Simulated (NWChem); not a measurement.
System: CH3NO3Si; SMILES N#CO[SiH](O)O

Input file for NWChem:

```
start job
memory heap 200 mb stack 900 mb global 1100 mb
geometry units angstroms
  N      2.807305    -0.885867     0.211454
  C      1.676854    -0.788415     0.068413
  O      0.436360    -0.733246    -0.104819
  Si    -0.780746     0.298428     0.308564
  O     -2.100173    -0.260388    -0.432869
  O     -0.408849     1.741146    -0.295087
  H     -0.889865     0.306715     1.754571
  H     -2.374425    -1.170808    -0.376593
  H     -1.073540     2.388212    -0.510586
end
basis spherical
  * library def2-svp
end
dft
  xc xpbe96 cpbe96
  disp vdw 4
  iterations 150
end
driver
  maxiter 120
end
task dft optimize
task dft freq
```

Output (shortened):

```
             Northwest Computational Chemistry Package (NWChem) 7.3.0
             --------------------------------------------------------

 C1  symmetry detected

                             Geometry "geometry" -> ""
                             -------------------------

 Output coordinates in angstroms (scale by  1.889725989 to convert to a.u.)

  No.       Tag          Charge          X              Y              Z
 ---- ---------------- ---------- -------------- -------------- --------------
    1 N                    7.0000     0.10995444    -2.99052455    -0.02290270
    2 C                    6.0000    -0.17901076    -1.88549059    -0.08014026
    3 O                    8.0000    -0.54501518    -0.68902294    -0.16004165
    4 Si                  14.0000     0.02192678     0.76872574     0.35969805
    5 O                    8.0000    -0.95403341     1.87626397    -0.29126016
    6 O                    8.0000     1.50026240     0.94888457    -0.24544963
    7 H                    1.0000     0.00615046     0.76489017     1.80974918
    8 H                    1.0000    -1.90314118     1.82422391    -0.23016996
    9 H                    1.0000     1.88468880     1.80633618    -0.40017987

 Effective nuclear repulsion energy (a.u.)     294.2142788198

                                Z-matrix (autoz)
                                --------

 Units are Angstrom for bonds and degrees for angles

      Type          Name      I     J     K     L     M      Value
      ----------- --------  ----- ----- ----- ----- ----- ----------
    1 Stretch                  1     2                       1.14362
    2 Stretch                  2     3                       1.25375
    3 Stretch                  3     4                       1.64821
    4 Stretch                  4     5                       1.61335
    5 Stretch                  4     6                       1.60753
    6 Stretch                  4     7                       1.45014
    7 Stretch                  5     8                       0.95249
    8 Stretch                  6     9                       0.95234
    9 Bend                     1     3     4               137.49648
   10 Bend                     2     3     4               136.34641
   11 Bend                     3     4     5               105.77409
   12 Bend                     3     4     6               107.26225
   13 Bend                     3     4     7               108.01315
   14 Bend                     4     5     8               122.64237
   15 Bend                     4     6     9               122.22826
   16 Bend                     5     4     6               109.11637
   17 Bend                     5     4     7               113.49647
   18 Bend                     6     4     7               112.75084
   19 Torsion                  2     3     4     5         174.06990
   20 Torsion                  2     3     4     6          57.70193
   21 Torsion                  2     3     4     7         -64.09316
   22 Torsion                  3     4     5     8          50.31286
   23 Torsion                  3     4     6     9         153.93826
   24 Torsion                  1     2     4     3        -178.51871
   25 Torsion                  5     4     6     9          39.79715
   26 Torsion                  6     4     5     8         165.41694
   27 Torsion                  7     4     5     8         -67.92908
   28 Torsion                  7     4     6     9         -87.28143

  pbe96 is a nonlocal functional; adding pw91lda local functional.

                           NWChem Geometry Optimization
                           ----------------------------

[...]

      ----------------------
      Optimization converged
      ----------------------

  Step       Energy      Delta E   Gmax     Grms     Xrms     Xmax
  ---- ---------------- -------- -------- -------- -------- --------
@   30    -609.10238285 -1.5D-07  0.00004  0.00001  0.00044  0.00101
                                     ok       ok       ok       ok

                                Z-matrix (autoz)
                                --------

 Units are Angstrom for bonds and degrees for angles

      Type          Name      I     J     K     L     M      Value     Gradient
      ----------- --------  ----- ----- ----- ----- ----- ---------- ----------
    1 Stretch                  1     2                       1.17743    0.00001
    2 Stretch                  2     3                       1.29126   -0.00002
    3 Stretch                  3     4                       1.73913   -0.00003
    4 Stretch                  4     5                       1.65359    0.00001
    5 Stretch                  4     6                       1.64615   -0.00003
    6 Stretch                  4     7                       1.48256    0.00004
    7 Stretch                  5     8                       0.97322    0.00000
    8 Stretch                  6     9                       0.97404   -0.00001
    9 Bend                     1     3     4               126.19981    0.00000
   10 Bend                     2     3     4               125.17674    0.00000
   11 Bend                     3     4     5               102.86907    0.00000
   12 Bend                     3     4     6               111.89373    0.00001
   13 Bend                     3     4     7               106.58317   -0.00001
   14 Bend                     4     5     8               117.29879    0.00000
   15 Bend                     4     6     9               116.92272   -0.00000
   16 Bend                     5     4     6               109.99023    0.00000
   17 Bend                     5     4     7               117.99094   -0.00001
   18 Bend                     6     4     7               107.46812    0.00001
   19 Torsion                  2     3     4     5        -163.16789    0.00001
   20 Torsion                  2     3     4     6          78.81485    0.00000
   21 Torsion                  2     3     4     7         -38.39310   -0.00001
   22 Torsion                  3     4     5     8          38.50420   -0.00001
   23 Torsion                  3     4     6     9          72.38842    0.00000
   24 Torsion                  1     2     4     3        -179.55690   -0.00000
   25 Torsion                  5     4     6     9         -41.29084   -0.00000
   26 Torsion                  6     4     5     8         157.85305    0.00000
   27 Torsion                  7     4     5     8         -78.43040    0.00001
   28 Torsion                  7     4     6     9        -170.93684    0.00000

[...]

 Rotational Constants
 --------------------
 A=   0.210982 cm-1  (  0.303550 K)
 B=   0.058210 cm-1  (  0.083749 K)
 C=   0.048771 cm-1  (  0.070169 K)

 Temperature                      =   298.15K
 frequency scaling parameter      =   1.0000

 Zero-Point correction to Energy  =   30.724 kcal/mol  (  0.048962 au)
 Thermal correction to Energy     =   35.585 kcal/mol  (  0.056709 au)
 Thermal correction to Enthalpy   =   36.177 kcal/mol  (  0.057652 au)

 Total Entropy                    =   86.955 cal/mol-K
   - Translational                =   39.845 cal/mol-K (mol. weight = 104.9882)
   - Rotational                   =   27.378 cal/mol-K (symmetry #  =        1)
   - Vibrational                  =   19.732 cal/mol-K

 Cv (constant volume heat capacity) =   25.693 cal/mol-K
   - Translational                  =    2.979 cal/mol-K
   - Rotational                     =    2.979 cal/mol-K
   - Vibrational                    =   19.734 cal/mol-K

[normal modes left out]

 ----------------------------------------------------------------------------
 Normal Eigenvalue ||           Projected Infra Red Intensities
  Mode   [cm**-1]  || [atomic units] [(debye/angs)**2] [(KM/mol)] [arbitrary]
 ------ ---------- || -------------- ----------------- ---------- -----------
    1        0.000 ||    0.001101           0.025         1.073       0.142
    2        0.000 ||    0.003334           0.077         3.251       0.431
    3        0.000 ||    0.000048           0.001         0.047       0.006
    4        0.000 ||    0.001752           0.040         1.708       0.226
    5        0.000 ||    0.000855           0.020         0.834       0.110
    6        0.000 ||    0.000462           0.011         0.450       0.060
    7       39.424 ||    0.001725           0.040         1.682       0.223
    8      102.731 ||    0.002216           0.051         2.160       0.286
    9      181.522 ||    0.079370           1.831        77.373      10.249
   10      223.327 ||    0.032568           0.751        31.749       4.206
   11      280.127 ||    0.029967           0.691        29.213       3.870
   12      331.410 ||    0.111489           2.572       108.685      14.397
   13      357.011 ||    0.065138           1.503        63.500       8.411
   14      486.417 ||    0.006911           0.159         6.737       0.892
   15      494.983 ||    0.013177           0.304        12.846       1.702
   16      657.123 ||    0.080620           1.860        78.592      10.411
   17      748.172 ||    0.144578           3.336       140.942      18.670
   18      760.456 ||    0.093568           2.159        91.215      12.083
   19      795.533 ||    0.111317           2.568       108.517      14.374
   20      851.540 ||    0.225380           5.200       219.711      29.103
   21      901.018 ||    0.140878           3.250       137.335      18.192
   22      989.473 ||    0.178360           4.115       173.874      23.032
   23     1171.183 ||    0.217475           5.017       212.005      28.083
   24     2279.848 ||    0.068522           1.581        66.799       8.848
   25     2319.251 ||    0.250008           5.768       243.720      32.284
   26     3761.016 ||    0.117696           2.715       114.736      15.198
   27     3770.329 ||    0.112387           2.593       109.560      14.513
 ----------------------------------------------------------------------------
```

Level: PBE-D3(BJ)/def2-SVP.
